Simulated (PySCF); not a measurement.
Dipole moment (D) of eight silicon and germanium compounds: PBE beside CAM-B3LYP, computed with PySCF for isolated molecules in the bases named; differences from unrounded values. The eight are the first of their class met in an unordered collection, after screening for sound electronic states; none was chosen by its value, except that the dipole had to exceed 0.05 D. Each molecule has one DFT geometry for both levels.

```csv
molecule,basis,CAM-B3LYP
"C3H8Si, SMILES [SiH3]/C=C\C",def2-TZVP,1.22
"C3H6F2Si, SMILES F[SiH2][C@@H]1C[C@@H]1F",def2-TZVP,2.07
"C2H12Si4, SMILES [SiH3][SiH]1C[SiH2][SiH2]C1",def2-TZVP,0.57
"C₃H₁₂Si₃, SMILES C=CC([SiH3])([SiH3])[SiH3]",def2-TZVP,0.40
"C2H6FNOSi, SMILES C1[Si](CO1)(N)F",def2-TZVP,2.40
"Si(Cl)2(vinyl)(OH) (C2H4Cl2OSi), SMILES [Si](Cl)(O)(Cl)C=C",def2-TZVP,1.35
"C4H8OSi, SMILES C#C[SiH2]CCO",def2-TZVP,1.74
"H₇NSSi₂, SMILES N[SiH2]S[SiH3]",def2-TZVP,1.01
```

Task: Estimate the PBE values and say how PBE differs from CAM-B3LYP over the set. (Estimate from the structure and the level; the computed values follow.)

Result: 
```
molecule                                                     PBE  difference
----------------------------------------------------------  ----  ----------
C3H8Si, SMILES [SiH3]/C=C\C                                 1.27        0.05
C3H6F2Si, SMILES F[SiH2][C@@H]1C[C@@H]1F                    2.00       -0.07
C2H12Si4, SMILES [SiH3][SiH]1C[SiH2][SiH2]C1                0.62        0.05
C₃H₁₂Si₃, SMILES C=CC([SiH3])([SiH3])[SiH3]                 0.44        0.05
C2H6FNOSi, SMILES C1[Si](CO1)(N)F                           2.21       -0.19
Si(Cl)2(vinyl)(OH) (C2H4Cl2OSi), SMILES [Si](Cl)(O)(Cl)C=C  1.32       -0.03
C4H8OSi, SMILES C#C[SiH2]CCO                                1.69       -0.05
H₇NSSi₂, SMILES N[SiH2]S[SiH3]                              1.22        0.21
```
PBE lies below CAM-B3LYP in 4 and above it in 4 of the eight; the mean signed difference is 0.00 and the largest 0.21 D.
